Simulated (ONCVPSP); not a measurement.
# caesium, ONCV: configuration errors across variants

Cs, optimised norm-conserving Vanderbilt (ONCV), made with ONCVPSP 4.0.1 (PBE, fully relativistic). Core [Kr] 4d10, reference 5s2 5p6 6s1. Waves: 5s+6s: rc 2.55 bohr, ncon 4, nbas 9, qcut 3.7 1/bohr, 2 projectors; 5p: rc 2.70 bohr, ncon 3, nbas 7, qcut 5.3 1/bohr, 1 projector; d scattering state at 0.38 Ha: rc 2.35 bohr, ncon 4, nbas 8, qcut 4.8 1/bohr, 2 projectors, debl 2.1 Ha. Local part: polynomial inside 1.70 bohr (lpopt 5, dvloc0 2 Ha). Core correction: polynomial model core, fcfact 0.15.

Open shells are filled in proportion to 2j + 1.

All-electron excitation energies from the reference (eV): (1) 5s2 5p6 6s0 3.863; (2) 5s2 5p6 6s0.5 1.471; (3) 5s2 5p6 6s0 6p1 1.368; (4) 5s1 5p6 6s1 31.653.

2 further variants failed, have other tests or another functional or relativity, and are left out.

A true bound ghost makes a file unfit for plane-wave use even where its test errors are small: the radial tests pick states by their node count and pass the ghost by.

Errors AE − PS in meV (a dash: test not solved or not reliable):

```csv
change,(1),(2),(3),(4),bound ghosts,GHOST(+) flags above zero
base,-0.2,0.0,+9.3,-75,none,s
"local potential polynomial inside 1.70 bohr (lpopt 5, dvloc0 7.5 Ha)",-0.2,0.0,+7.2,-81,d3/2,d5/2
s: nbas 7,-0.2,0.0,+9.3,-57,none,s
s: qcut 4.7; p: qcut 6.7; d: qcut 6.1,-0.1,0.0,+4.6,-57,none,s
d: rc 2.22,-0.2,0.0,+9.3,-75,none,s
s: qcut 4.9,-0.1,0.0,+9.4,-11,none,s
"all radii but the core radius scaled by about 0.91 (s 2.32, p 2.46, d 2.14 bohr); local potential polynomial inside 1.56 bohr (lpopt 5, dvloc0 2 Ha)",-0.2,0.0,+8.7,-45,none,s
```

(1) Give the same row for: core correction polynomial model core, fcfact 0.3.

Answers

(1) -0.2, 0.0, +9.3, -77; bound ghosts: none; GHOST(+) flags above zero: s.
